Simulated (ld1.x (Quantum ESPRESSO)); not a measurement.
## Transferability test, TM potential for Al (Z = 13)

aluminium (Al), norm-conserving Troullier–Martins (Kleinman–Bylander form), made with ld1.x (Quantum ESPRESSO) 7.5 (LDA (PZ), scalar-relativistic). Core [Ne], reference 3s2 3p1. Waves: 3s (bound): rc 2.05 bohr; 3d channel at 0.2 Ry: rc 2.35 bohr; 3p (bound): rc 2.85 bohr. Local part: the p channel. Core correction: none.

Energies are relative to the spin-unpolarised reference configuration 3s2 3p1; without spin polarisation the order of configurations can differ from experiment. Spin-polarised rows fill each open shell by Hund’s rule, majority spin first. The frozen-core shift is the all-electron ΔE with the core orbitals held at their reference shape minus the fully relaxed ΔE.

```csv
valence configuration,charge,ΔE all-electron (eV),error AE − PS (meV),frozen-core shift (meV)
3s2 3p0,+1,5.847,+2.4,+1.3
3s1 3p0,+2,25.224,+83,+27
3s2 3p0.5,+0.5,2.125,+0.3,+0.2
3s0 3p3,0,10.505,+34,+5.7
3s1 3p1,+1,11.666,+20,+5.4
3s1 3p2,0,5.155,+7.3,+1.4
3s2 3p1 (spin-polarised),0,-0.136,+6.6,+0.1
3s1 3p0 (spin-polarised),+2,24.797,+216,+32
```

What are ΔE and the potential's error for 3s2 3p1.3?

ΔE = -0.598 eV all-electron; the error (AE − PS) is +0.1 meV.
